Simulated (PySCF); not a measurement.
Compound: TMS, C4H12Si.
Cartesian coordinates in Å at the GFN2-xTB level; atoms count from 1:
```xyz
17
C4H12Si angstrom
C     -0.407   -1.213   -1.419
Si    -0.001   -0.001   -0.002
C      0.008    1.786   -0.675
C     -1.320   -0.155    1.370
C      1.716   -0.416    0.722
H     -1.380   -1.004   -1.853
H     -0.419   -2.242   -1.070
H      0.327   -1.148   -2.217
H      0.242    2.502    0.106
H     -0.958    2.058   -1.089
H      0.746    1.908   -1.462
H     -2.312    0.075    0.994
H     -1.351   -1.160    1.779
H     -1.117    0.526    2.192
H      1.746   -1.426    1.117
H      2.493   -0.337   -0.033
H      1.977    0.259    1.531
```

The geometry is computed with GFN2-xTB (gas phase).

Masses are those of the commonest isotopes; rigid-rotor values at the optimised geometry. 

(1) Give the principal moments of inertia and the rotational constants in MHz.

(2) What kind of rotor is it?

(3) Estimate the classical rotational partition function at 50 K, 100 K and 298.15 K.

## Answers

(1) Ia = 167.53, Ib = 167.76, Ic = 167.83 u·Å²; 505379 MHz·u·Å²/I gives A = 3017, B = 3012, C = 3011 MHz.

(2) A spherical top, as the point group Td requires three equal moments; the computed ones differ by 0.18 % because the geometry is symmetric only within the optimiser's tolerance.

(3) Point group Td, symmetry number σ = 12; q = (√π/σ)·√((kT/h)³/(ABC)), k/h = 20836.6 MHz/K: 949 at 50 K, 2690 at 100 K, 13800 at 298.15 K.

Not checked by GFN2-xTB frequencies. These are rigid-rotor constants of the computed structure; measured ground-state constants (B0) also hold zero-point vibration.
